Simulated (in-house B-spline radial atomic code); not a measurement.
Results of a calculation; reference values are marked as such.
## H ion on W atom: potential, deflection and energy transfer

The pair potential comes from two frozen, spherical free-atom densities (PBE, B-spline radial code, scalar-relativistic past argon): electrostatics plus the change in Thomas-Fermi kinetic and Dirac exchange energy where they overlap, the recipe behind the universal ZBL potential, which averages such potentials (from solid-state densities) over many pairs. It is written V = (Z1 Z2 e²/r) φ(r/a), with e² = 14.3996 eV·Å and a = 0.46850 Å/(Z1^0.23 + Z2^0.23); ZBL's fit is φ = 0.18175 e^(−3.1998x) + 0.50986 e^(−0.94229x) + 0.28022 e^(−0.4029x) + 0.02817 e^(−0.20162x). Where φ falls below 4e-4 it is continued as an exponential.

Masses 1.01 and 183.84 u.

```
x = r/a  φ, this pair    φ, ZBL
    0.1        0.8611    0.8928
   0.25        0.7202    0.7647
    0.5        0.5622    0.6096
      1        0.3737    0.4164
    1.5        0.2607    0.2995
      2        0.1861    0.2218
      3        0.1094    0.1292
      4       0.07096   0.08026
      5       0.04785   0.05224
    6.5       0.02807   0.02914
      8       0.01713   0.01705
     10      0.008971  0.008778
     12      0.004651   0.00474
   14.5      0.002001  0.002328
     17     0.0008199  0.001212
```

(1) At x = 0.5 the electrostatic, kinetic and exchange parts are 9179.08, 283.28 and -22.3 eV. Find r, V and φ.

(2) The ion comes in at 0.8441 keV with impact parameter 0.0635 Å. The scattering integral gives a centre-of-mass angle of 136.6° and a closest approach of 1.994 a. What are the reduced energy, the energy passed on and the laboratory angles?

## Answers

(1) a = 0.46850/(1.0000 + 2.6911) = 0.12693 Å, so r = 0.06346 Å. V = 9179.08 + 283.28 + (-22.3) = 9440.06 eV. The bare repulsion is 1 × 74 × 14.3996/0.06346 = 16790 eV, so φ = 0.5622, -7.8 % against ZBL's 0.6096. The kinetic (Pauli) term is 3 % of V here.

(2) ε = E a M2/(Z1 Z2 e² (M1 + M2)) = 844.1 × 1.1847e-04 = 0.1. The most that one collision can pass on is γE with γ = 4 M1 M2/(M1 + M2)² = 0.0217. Here T = γE sin²(θ/2) = 0.0217 × 844.1 × 0.8632 = 15.84 eV. The ion turns by arctan(sin θ/(cos θ + M1/M2)) = 136.4° (second quadrant: it bounces back), and the struck atom leaves at (180° − θ)/2 = 21.7°. The closest approach is 0.253 Å. With ZBL the angle would be 139.86° and T = 16.19 eV.
